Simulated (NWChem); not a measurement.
System: C3H10F2O2Si2; SMILES CO[Si](C)(OC)[SiH](F)F

The following NWChem deck was run.

```
start job
memory heap 200 mb stack 900 mb global 1100 mb
geometry units angstroms noautoz
  Si    -0.384192    -1.435483    -0.501078
  F     -1.154312    -2.350426     0.624558
  F      1.083164    -2.145261    -0.744409
  Si    -0.053718     0.722563     0.412793
  C      0.080915     0.608770     2.272189
  O     -1.362590     1.700410     0.060591
  C     -1.705851     2.102024    -1.255620
  O      1.280887     1.418280    -0.335380
  C      2.596678     0.892251    -0.291371
  H     -1.149070    -1.595830    -1.786119
  H     -0.790432     0.060260     2.682835
  H      0.112031     1.621512     2.722579
  H      0.998540     0.060140     2.567056
  H     -1.935371     1.231578    -1.913482
  H     -0.888677     2.686048    -1.732328
  H     -2.612109     2.738761    -1.203564
  H      3.063424     1.032269     0.710638
  H      2.625045    -0.192710    -0.537617
  H      3.218895     1.433013    -1.033533
end
basis spherical
  * library def2-tzvp
end
dft
  xc xtpss03 ctpss03
  iterations 150
  semidirect filesize 400000000
  mulliken
end
task dft energy
```

Parts of the log:

```
             Northwest Computational Chemistry Package (NWChem) 7.3.0
             --------------------------------------------------------

 C1  symmetry detected

                             Geometry "geometry" -> ""
                             -------------------------

 Output coordinates in angstroms (scale by  1.889725989 to convert to a.u.)

  No.       Tag          Charge          X              Y              Z
 ---- ---------------- ---------- -------------- -------------- --------------
    1 Si                  14.0000    -0.40697895    -1.49052317    -0.50382965
    2 F                    9.0000    -1.24272758    -2.37519093     0.59896186
    3 F                    9.0000     1.05341601    -2.23421868    -0.67787549
    4 Si                  14.0000    -0.06778088     0.67092500     0.39873462
    5 C                    6.0000    -0.01271878     0.57682980     2.26328352
    6 O                    8.0000    -1.33939265     1.67202713    -0.01860813
    7 C                    6.0000    -1.61907836     2.06487084    -1.35239336
    8 O                    8.0000     1.31144960     1.32900932    -0.30098234
    9 C                    6.0000     2.61254760     0.77570952    -0.19632785
   10 H                    1.0000    -1.12132505    -1.65013512    -1.81772217
   11 H                    1.0000    -0.91202966     0.05197513     2.64342357
   12 H                    1.0000     0.02173613     1.59406358     2.70318581
   13 H                    1.0000     0.87977558     0.01243592     2.60223843
   14 H                    1.0000    -1.84004139     1.19159336    -2.00943207
   15 H                    1.0000    -0.77037540     2.62557981    -1.80118800
   16 H                    1.0000    -2.51266040     2.72130643    -1.34526337
   17 H                    1.0000     3.04035893     0.91790536     0.82261116
   18 H                    1.0000     2.62749256    -0.31251270    -0.42898902
   19 H                    1.0000     3.27655209     1.29409667    -0.91796126

 Effective nuclear repulsion energy (a.u.)     696.6366464210

                                 NWChem DFT Module
                                 -----------------

 Summary of "ao basis" -> "ao basis" (spherical)
 ------------------------------------------------------------------------------
       Tag                 Description            Shells   Functions and Types
 ---------------- ------------------------------  ------  ---------------------
 Si                        def2-tzvp                13       37   5s5p2d1f
 F                         def2-tzvp                11       31   5s3p2d1f
 C                         def2-tzvp                11       31   5s3p2d1f
 O                         def2-tzvp                11       31   5s3p2d1f
 H                         def2-tzvp                 4        6   3s1p

            General Information
            -------------------
          SCF calculation type: DFT
          Wavefunction type:  closed shell.
          No. of atoms     :    19
          No. of electrons :    90
           Alpha electrons :    45
            Beta electrons :    45
          Charge           :     0
          Spin multiplicity:     1
          Use of symmetry is: off; symmetry adaption is: off
          Maximum number of iterations: 150
          AO basis - number of functions:   351
                     number of shells:   143
          Convergence on energy requested:  1.00D-06
          Convergence on density requested:  1.00D-05
          Convergence on gradient requested:  5.00D-04

              XC Information
              --------------
                  TPSS metaGGA Exchange Functional  1.000
             TPSS03 metaGGA Correlation Functional  1.000

             Grid Information
             ----------------
          Grid used for XC integration:  medium
          Radial quadrature: Mura-Knowles
          Angular quadrature: Lebedev.
          Tag              B.-S. Rad. Rad. Pts. Rad. Cut. Ang. Pts.
          ---              ---------- --------- --------- ---------
          Si                  1.10       88          12.0       590
          F                   0.50       49          14.0       434
          C                   0.70       49          14.0       434
          O                   0.60       49          12.0       434
          H                   0.35       45          14.0       434
          Grid pruning is: on
          Number of quadrature shells:   969
          Spatial weights used:  Erf1

      Superposition of Atomic Density Guess
      -------------------------------------

 Sum of atomic energies:       -1044.08766884

      Non-variational initial energy
      ------------------------------

 Total energy =   -1047.565034
 1-e energy   =   -2830.147910
 2-e energy   =    1085.946230
 HOMO         =      -0.405087
 LUMO         =      -0.384959

------------------------------------------------------------
EAF file 0: "./job.aoints.0" size=3200253952 bytes
------------------------------------------------------------
               write      read    awrite     aread      wait
               -----      ----    ------     -----      ----
     calls:     6104         0         0         0         0
   data(b): 3.20e+09  0.00e+00  0.00e+00  0.00e+00
   time(s): 0.00e+00  0.00e+00  0.00e+00  0.00e+00  0.00e+00
rate(mb/s): 0.00e+00  0.00e+00
------------------------------------------------------------

     ---------------------------------------------
      Total Density - Mulliken Population Analysis
     ---------------------------------------------

    Atom       Charge   Shell Charges
 -----------   ------   -------------------------------------------------------
    1 Si  14    12.97   2.00  0.58  1.39  0.90  0.83  4.09  1.74  0.36  0.37  0.31  0.13  0.26  0.01
    2 F    9     9.69   0.77  1.20  0.58  1.01  0.47  2.34  2.34  0.98  0.00 -0.01  0.00
    3 F    9     9.47   0.77  1.20  0.61  1.01  0.37  2.34  2.33  0.84  0.00  0.00  0.00
    4 Si  14    14.47   2.00  0.59  1.38  0.79  2.25  4.09  1.74  0.40  0.61  0.43  0.13  0.13 -0.06
    5 C    6     5.70   0.86  1.12  0.53  0.81 -0.32  1.13  1.29  0.30  0.01 -0.02 -0.00
    6 O    8     7.87   0.79  1.18  0.59  0.94  0.09  1.77  1.96  0.56  0.00 -0.00  0.00
    7 C    6     6.21   0.86  1.12  0.50  0.79  0.01  1.02  1.30  0.52  0.02  0.10 -0.01
    8 O    8     8.40   0.79  1.18  0.58  0.94  0.63  1.69  1.88  0.82 -0.00 -0.10 -0.00
    9 C    6     6.06   0.86  1.12  0.48  0.78  0.10  0.99  1.25  0.43  0.02  0.06 -0.02
   10 H    1     0.87   0.17  0.38  0.32  0.01
   11 H    1     0.96   0.23  0.44  0.29  0.00
   12 H    1     0.91   0.22  0.42  0.25  0.02
   13 H    1     0.93   0.22  0.51  0.17  0.02
   14 H    1     1.20   0.21  0.44  0.56 -0.00
   15 H    1     0.81   0.21  0.36  0.22  0.02
   16 H    1     0.88   0.24  0.50  0.14  0.00
   17 H    1     0.76   0.18  0.36  0.20  0.02
   18 H    1     0.90   0.23  0.49  0.16  0.01
   19 H    1     0.94   0.22  0.49  0.24 -0.01

   convergence    iter        energy       DeltaE   RMS-Dens  Diis-err
 ---------------- ----- ----------------- --------- --------- ---------
 d= 0,ls=0.0,diis     1  -1044.1641211769 -1.74D+03  5.37D+00  1.86D+01
 d= 0,ls=0.0,diis     2  -1046.8182141089 -2.65D+00  8.47D-03  3.01D+01
 d= 0,ls=0.0,diis     3  -1049.4607481140 -2.64D+00  3.33D-03  6.76D+00
 d= 0,ls=0.0,diis     4  -1049.9302771942 -4.70D-01  1.82D-03  6.47D-01
 d= 0,ls=0.0,diis     5  -1049.9741819940 -4.39D-02  5.92D-04  9.39D-02
  Resetting Diis
 d= 0,ls=0.0,diis     6  -1049.9851644480 -1.10D-02  1.86D-04  1.37D-02
 d= 0,ls=0.0,diis     7  -1049.9862435115 -1.08D-03  1.88D-04  2.38D-03
 d= 0,ls=0.0,diis     8  -1049.9855614105  6.82D-04  1.22D-04  1.09D-02
 d= 0,ls=0.0,diis     9  -1049.9864507636 -8.89D-04  1.15D-05  4.65D-05
 d= 0,ls=0.0,diis    10  -1049.9864552313 -4.47D-06  3.93D-06  6.54D-06
 d= 0,ls=0.0,diis    11  -1049.9864557409 -5.10D-07  1.26D-06  5.21D-07

         Total DFT energy =    -1049.986455740921
      One electron energy =    -2837.904326946526
           Coulomb energy =     1191.551888661329
    Exchange-Corr. energy =     -100.270663876675
 Nuclear repulsion energy =      696.636646420951

 Numeric. integr. density =       89.999990212658

                       DFT Final Molecular Orbital Analysis
                       ------------------------------------

 Vector   43  Occ=2.000000D+00  E=-2.754999D-01
              MO Center=  2.5D-01,  1.2D+00, -2.3D-01, r^2= 4.7D+00
   Bfn.  Coefficient  Atom+Function         Bfn.  Coefficient  Atom+Function
  ----- ------------  ---------------      ----- ------------  ---------------
   173      0.241813   6 O  px              237      0.219281   8 O  pz
   176      0.200586   6 O  px              240      0.183106   8 O  pz
   236     -0.164618   8 O  py              179      0.143988   6 O  px
   239     -0.135246   8 O  py              243      0.124287   8 O  pz
   115      0.120353   4 Si py              347      0.107181  19 H  s

 Vector   44  Occ=2.000000D+00  E=-2.568942D-01
              MO Center= -1.1D-02,  1.4D+00, -3.1D-01, r^2= 4.0D+00
   Bfn.  Coefficient  Atom+Function         Bfn.  Coefficient  Atom+Function
  ----- ------------  ---------------      ----- ------------  ---------------
   174      0.262871   6 O  py              237     -0.262514   8 O  pz
   177      0.220106   6 O  py              240     -0.220121   8 O  pz
   180      0.164908   6 O  py              243     -0.158258   8 O  pz
   173      0.155287   6 O  px              176      0.131860   6 O  px
   317      0.105520  14 H  s               335      0.104978  17 H  s

[...]
```

Level: TPSS/def2-TZVP. Coordinates come from a PBE-D3(BJ)/def2-SVP optimisation. No frequency run checked for a minimum.
